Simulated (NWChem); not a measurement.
CH₄N, doublet; SMILES [NH]C

Results from NWChem. Spin-unrestricted. In the optimisation the excess spin sits in a" (Cs, its own frame). Geometry: optimised at B3LYP/6-31G* (spherical d), spin-unrestricted. No stability test was run on the SCF state. B3LYP is NWChem's, with the RPA form of VWN correlation. Level: B3LYP/def2-SVP with SMD (1 M gas to 1 M solution), gas-phase geometry. Reactions with the solvent are ignored.

For solvent water:

```
Item                                         Result
-------------------------------------------  ------
solvation free energy (kcal/mol)               -5.8
cavity-dispersion-structure term (kcal/mol)    -1.2
```

Question: What are these values for solvent cyclohexanone?

Answer: 
| Quantity | Result |
|---|---|
| solvation free energy (kcal/mol) | -2.7 |
| cavity-dispersion-structure term (kcal/mol) | 1.6 |
